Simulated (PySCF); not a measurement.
C3H9NSi, SMILES N[SiH2]C1CC1.

Geometry optimised at B3LYP-D3(BJ)/def2-SVP. The values are those of a single conformer.

Calculation: PBE/def2-TZVP (PySCF).

Isolated molecule, no solvent.

Computed frontier levels, gap, dipole moment and polarisability:
highest occupied level: -5.75 eV
lowest empty level: -0.23 eV
orbital gap: 5.52 eV
dipole moment: 1.63 D
quadrupole, principal values (traceless, Buckingham form, about the centre of nuclear charge): -5.27, 0.68, 4.59 D·Å
mean static polarisability: 70.2 bohr³ (10.40 Å³)
polarisability, principal values: 61.7, 66.8, 82.1 bohr³
